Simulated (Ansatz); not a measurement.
CH6B2ClN (`BC(Cl)BN`). Total charge 0; spin multiplicity 1. All single points use the PBE0-D4/def2-TZVP geometry. It is one conformer, not always the lowest.

```xyz
11

B     1.684   -0.053   -0.496
C     0.416   -0.781   -0.024
Cl    0.638   -1.972    1.306
B    -0.547    0.352    0.568
N    -1.730    0.677   -0.075
H     2.682   -0.020    0.156
H     1.617    0.559   -1.525
H    -0.101   -1.300   -0.836
H    -0.249    0.931    1.570
H    -2.360    1.378    0.274
H    -2.049    0.230   -0.919
```

(1) What is the dipole moment at ωB97M-V/def2-TZVPP? (Best estimate.)

(2) And with PBE, r2SCAN, B3LYP? (Best estimate.)

(3) Give the Mulliken charges with ωB97M-V, r2SCAN, PBE in def2-TZVPP. (Estimate.)

Answers

(1) Computed: 3.46 D, with components (-2.40, 1.45, -2.02) D in this frame, pointing from negative to positive charge.

(2) Computed: PBE 3.50 D, r2SCAN 3.53 D, B3LYP 3.45 D.

(3) The calculation gave: 
```
atom  ωB97M-V  r2SCAN    PBE
  B1    -0.21   -0.05  -0.11
  C2    -0.02    0.06   0.05
 Cl3    -0.13   -0.18  -0.15
  B4    -0.08    0.01  -0.08
  N5    -0.19   -0.28  -0.23
  H6     0.09    0.02   0.04
  H7     0.08    0.00   0.02
  H8     0.11    0.06   0.10
  H9     0.08    0.00   0.02
 H10     0.14    0.18   0.18
 H11     0.12    0.17   0.16
```

B3LYP here is the variant with VWN-RPA as its local correlation; programs differ in this.
